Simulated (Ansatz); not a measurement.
InMe2H (C₂H₇In), 10 atoms. Hardware: 4 threads of Arm Neoverse V2 on a shared host.

In the def2 sets In takes a core potential; there is no spin–orbit coupling. Correlated methods freeze 6 core orbitals; core or outer-core shells of In are correlated, in sets that lack core-valence functions.

(1) How many basis functions does each of these Ansatz runs have, and roughly what does it cost? HF/def2-TZVP, charge 0 singlet, energy, from earlier orbitals; r2SCAN-D4/def2-TZVP, charge 1 doublet at the geometry of the charge 0 singlet, energy, from earlier orbitals; r2SCAN-D4/def2-TZVP, charge 0 singlet, energy, from earlier orbitals; PBE0-D4/def2-SVP, charge 0 singlet, energy with a search over starts; r2SCAN-D4/def2-SVP, charge 0 singlet, relaxation, 6 steps; PBE-QIDH/def2-TZVP, charge 0 singlet, energy, from earlier orbitals; B97M-V/def2-TZVP, charge 0 singlet, energy, from earlier orbitals; PBE-D4/def2-TZVP, charge 0 singlet, energy, from earlier orbitals; PBE0-D4/def2-SVP, charge 1 doublet at the geometry of the charge 0 singlet, energy with a search over starts; r2SCAN-D4/def2-TZVP, charge 0 triplet at the geometry of the charge 0 singlet, energy, from earlier orbitals; PBE0-D4/def2-SVP, charge 0 singlet, energy, from earlier orbitals; CCSD(T)/def2-TZVPP, charge 0 singlet, energy, from earlier orbitals.

Answers

(1) Other jobs shared the machine, so times can vary by a factor of up to 3. A dash marks memory too small to be measured apart from the calling script's.

```json
{"run": "HF/def2-TZVP, charge 0 singlet, energy, from earlier orbitals", "functions": "154", "fitting or Cholesky vectors": "1318", "wall time": "0.65 s", "peak host memory (GiB)": "–"}
{"run": "PBE0-D4/def2-SVP, charge 0 singlet, energy, from earlier orbitals", "functions": "89", "fitting or Cholesky vectors": "1089", "wall time": "0.76 s", "peak host memory (GiB)": "–"}
{"run": "PBE0-D4/def2-SVP, charge 0 singlet, energy with a search over starts", "functions": "89", "fitting or Cholesky vectors": "1089", "wall time": "1.1 s", "peak host memory (GiB)": "–"}
{"run": "PBE-D4/def2-TZVP, charge 0 singlet, energy, from earlier orbitals", "functions": "154", "fitting or Cholesky vectors": "1056", "wall time": "1.1 s", "peak host memory (GiB)": "–"}
{"run": "PBE-QIDH/def2-TZVP, charge 0 singlet, energy, from earlier orbitals", "functions": "154", "fitting or Cholesky vectors": "1229", "wall time": "2.4 s", "peak host memory (GiB)": "–"}
{"run": "r2SCAN-D4/def2-TZVP, charge 0 singlet, energy, from earlier orbitals", "functions": "154", "fitting or Cholesky vectors": "1056", "wall time": "2.4 s", "peak host memory (GiB)": "–"}
{"run": "PBE0-D4/def2-SVP, charge 1 doublet at the geometry of the charge 0 singlet, energy with a search over starts", "functions": "89", "fitting or Cholesky vectors": "998", "wall time": "3.1 s", "peak host memory (GiB)": "–"}
{"run": "B97M-V/def2-TZVP, charge 0 singlet, energy, from earlier orbitals", "functions": "154", "fitting or Cholesky vectors": "1056", "wall time": "4.9 s", "peak host memory (GiB)": "–"}
{"run": "r2SCAN-D4/def2-TZVP, charge 1 doublet at the geometry of the charge 0 singlet, energy, from earlier orbitals", "functions": "154", "fitting or Cholesky vectors": "1056", "wall time": "5.5 s", "peak host memory (GiB)": "–"}
{"run": "r2SCAN-D4/def2-SVP, charge 0 singlet, relaxation, 6 steps", "functions": "89", "fitting or Cholesky vectors": "1038", "wall time": "9.5 s", "peak host memory (GiB)": "–"}
{"run": "r2SCAN-D4/def2-TZVP, charge 0 triplet at the geometry of the charge 0 singlet, energy, from earlier orbitals", "functions": "154", "fitting or Cholesky vectors": "1056", "wall time": "11 s", "peak host memory (GiB)": "–"}
{"run": "CCSD(T)/def2-TZVPP, charge 0 singlet, energy, from earlier orbitals", "functions": "210", "fitting or Cholesky vectors": "1381", "wall time": "69 s", "peak host memory (GiB)": "3.2"}
```
